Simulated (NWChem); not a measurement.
Species: SiF2 cation, doublet

```xyz
3

F      1.3737     0.0000    -0.3469
Si     0.0000     0.0000     0.4428
F     -1.3737     0.0000    -0.3469
```
Atoms are numbered in this order, from 1.

Level: PBE-D3(BJ)/def2-SVP, spin-unrestricted (NWChem), optimised geometry, unscaled harmonic frequencies. In the optimisation the excess spin sits in a1 (C2v, its own frame).

Question: List the harmonic frequencies with IR intensities, and the thermochemistry.

Answer: 
```csv
frequency (cm⁻¹),IR intensity (km/mol)
259,41.8
861,42.9
1052,116.5
```

```yaml
zero_point_energy: 3.1 kcal/mol
thermal correction to the enthalpy at 298.15 K (with zero-point energy): 5.8 kcal/mol
heat capacity Cv: 8.6 cal/(mol K)
"entropy at 298.15 K and 1 atm (symmetry number 2, electronic part: spin degeneracy alone)": 62.9 cal/(mol K)
```

Rigid rotor and harmonic oscillator.
